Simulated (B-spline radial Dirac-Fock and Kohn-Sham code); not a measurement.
## Satellites and hypersatellites of the K lines of N³⁻

System: nitrogen as N³⁻, [He] 2s2 2p6, inside a Watson sphere of charge +3 and radius 1.752 Å (a model of the Madelung potential; inside it an electron's potential energy is lowered by 24.7 eV).

Model: Dirac-Fock energy differences between relaxed states, corrected for Breit and QED terms. Program: a B-spline atomic structure program. Each two-hole energy is an average over J within one jj subconfiguration, not an observable level; in light atoms, where LS coupling holds, the j-resolved values are not observed lines, and for a K spectator the Kα1 hypersatellite is nearly forbidden. No correlation.

Lines without a spectator: Kα2 (K-L2) 394.7 eV, Kα1 (K-L3) 394.7 eV. Shifts in eV with one spectator hole (a dash: not computed, or left out as unreliable):

| spectator hole | Kα2 | Kα1 |
| --- | --- | --- |
| L2 (2p1/2) | -0.22 | +0.46 |
| L3 (2p3/2) | +0.45 | +0.23 |

Question: Where does the K-L3 hypersatellite lie, emitted when both K electrons are missing?

Answer: +64.7 eV from the normal line, at 459.4 eV. Removing both K electrons costs 873.1 eV, which is 73.05 eV more than twice the K binding energy. In light atoms the observed hypersatellite is the ¹S₀ → ¹P₁ component, which lies below this average, and the triplet component is nearly forbidden.

With n spectator holes in 2p, averaged over the 2p shell (energies in eV):

```
n   KαLⁿ  step  hypersatellite KαʰLⁿ
0  394.7     –                 459.4
1  395.0  +0.3                 461.0
2  396.5  +1.6                 464.2
3  399.7  +3.1                 469.1
4  404.5  +4.8                 475.5
5  411.0  +6.5                 483.4
```
